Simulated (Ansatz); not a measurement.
`C[SiH](N)[AlH2]` + `CO[Si](N)(O)[SiH3]` → `CO[SiH](C)N` + `N[Si](O)([AlH2])[SiH3]`  (redistribution)

Gas-phase electronic energies from Ansatz, PBE0-D4/def2-TZVP geometries. CCSD(T)/CBS adds triple-zeta CCSD(T) − MP2 to the extrapolated MP2 energy (def2 sets, frozen cores). Functionals use def2-TZVPP. Each species was taken in one conformer, which may not be the lowest.

`C[SiH](N)[AlH2]`:

```xyz
12

C     0.740   -0.172    1.563
Si    0.446   -0.032   -0.295
N    -0.017   -1.503   -1.081
Al   -1.267    1.645   -0.860
H    -0.170   -0.459    2.096
H     1.506   -0.923    1.776
H     1.086    0.783    1.971
H     1.765    0.358   -0.885
H    -0.980   -1.797   -1.080
H     0.602   -2.298   -1.107
H    -0.992    3.211   -0.760
H    -2.719    1.187   -1.339
```

`CO[Si](N)(O)[SiH3]`:

Cartesian coordinates in Å:
```
C 1.305 -1.172 1.353
O 0.103 -0.438 1.331
Si -0.683 0.003 -0.039
N -1.953 0.972 0.566
O -1.303 -1.258 -0.892
Si 0.782 1.013 -1.568
H 1.614 -1.289 2.393
H 2.106 -0.656 0.811
H 1.174 -2.167 0.913
H -1.813 1.501 1.411
H -2.605 1.421 -0.056
H -2.049 -1.710 -0.488
H 0.013 1.603 -2.699
H 1.532 2.116 -0.902
H 1.778 0.061 -2.134
```

`CO[SiH](C)N`:

Z-matrix (Å, degrees):
```
C
O 1 1.405
H 1 1.092 2 108.6
H 1 1.097 2 111.6 3 -119.1
H 1 1.097 2 111.7 3 119.3
Si 2 1.650 1 123.3 3 -170.9
N 6 1.710 2 114.4 1 58.8
C 6 1.863 2 110.9 1 -62.1
H 6 1.482 2 102.2 1 177.2
H 7 1.006 6 123.2 2 64.0
H 7 1.005 6 122.6 2 -98.8
H 8 1.092 6 110.6 2 -51.5
H 8 1.094 6 111.5 2 68.3
H 8 1.092 6 110.8 2 -171.5
```

`N[Si](O)([AlH2])[SiH3]`:

```xyz
13

N    -1.778   -0.133   -0.208
Si   -0.122   -0.344    0.225
O     0.167   -1.353    1.523
Al    0.952   -1.117   -1.859
Si    0.626    1.740    0.990
H    -2.263   -0.791   -0.795
H    -2.422    0.379    0.375
H    -0.101   -2.270    1.431
H     0.337   -2.355   -2.659
H     2.239   -0.409   -2.471
H     0.706    2.690   -0.156
H     1.974    1.648    1.612
H    -0.316    2.316    1.993
```

| level | ΔE (kJ/mol) | difference from CCSD(T)/CBS |
| --- | --- | --- |
| PBE-D4 | 2.3 | -2.2 |
| r2SCAN-D4 | 5.4 | 0.9 |
| ωB97X-V | 4.6 | 0.1 |
| ωB97M-V | 3.4 | -1.1 |
| B2PLYP | 4.0 | -0.5 |
| PBE | 2.4 | -2.1 |
| r2SCAN | 5.3 | 0.8 |
| PBE0 | 4.6 | 0.1 |
| HF/def2-TZVPP | 8.5 | 4.0 |
| MP2/def2-TZVPP | 4.5 | 0.0 |
| CCSD/def2-TZVPP | 6.7 | 2.2 |
| CCSD(T)/def2-TZVPP | 6.0 | 1.5 |
| MP2/def2-QZVPP | 3.7 | -0.8 |
| SCS-MP2/def2-QZVPP | 4.5 | 0.0 |
| HF/CBS(def2) | 8.7 | 4.2 |
| CCSD/CBS(def2) | 5.2 | 0.7 |
| CCSD(T)/CBS | 4.5 | 0 |

Largest T1 diagnostic among the species: 0.013.
